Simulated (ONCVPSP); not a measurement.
# Zn (Z = 30): ONCV pseudisation with revPBE, scalar-relativistic reference atom.

ONCVPSP 4.0.1 input, shortened (lines: element, Z, core and valence counts, functional; n l f; lmax; l rc ep ncon nbas qcut; lloc lpopt rc5 dvloc0; l nproj debl; icmod fcfact rcfact), revPBE, scalar-relativistic:

```
  Zn 30.00    3    3  -102130      upf
    1    0    2.00
    2    0    2.00
    2    1    6.00
    3    0    2.00
    3    1    6.00
    3    2    9.00
    2
    0    0.75    0.00    4    9    8.80
    1    0.80    0.00    4    8   15.60
    2    0.75    0.00    4    9   22.80
    4    5    0.65    2.00
    0    2    2.40
    1    2    0.80
    2    2    1.20
    0    0.00    0.00
```

In the s channel the program set the typed energies aside and used -6.287, 0.250 Ha. In the p channel the program set the typed energies aside and used -4.594, 0.250 Ha. In the d channel the program set the typed energies aside and used -1.860, 0.250 Ha.

All-electron outer shells of the reference configuration (revPBE, scalar-relativistic, ld1.x):

```
shell  level (eV)  outermost node (bohr)  outermost maximum (bohr)
   3s     -171.07                   0.28                      0.59
   3p     -125.00                   0.25                      0.59
   3d      -50.60                      –                      0.56
```

Q: Estimate the cutoffs (Ha) at which the residual kinetic energy of the hardest occupied pseudo-wave falls to 1 and 0.1 mHa per electron.

A: 394 Ha and 456 Ha.

Q: What does a ghost test show?

A: No bound ghost flagged; GHOST(+) flags only above 600 eV.

Q: Which valence shell sets the plane-wave cutoff?

A: 3s: 394 Ha for 1 mHa per electron, against 180 Ha for 3d.

Q: Tests: 3s2 3p6 3d10 4s2; 3s2 3p6 3d10 4s1; 3s2 3p6 3d10; 3s2 3p6 3d10 4s1 4p1. Which has the largest error in its energy relative to the reference configuration, and how large is it?

A: 3s2 3p6 3d10 4s2, with +4.7 meV (all-electron minus pseudo) on -68.45 eV.
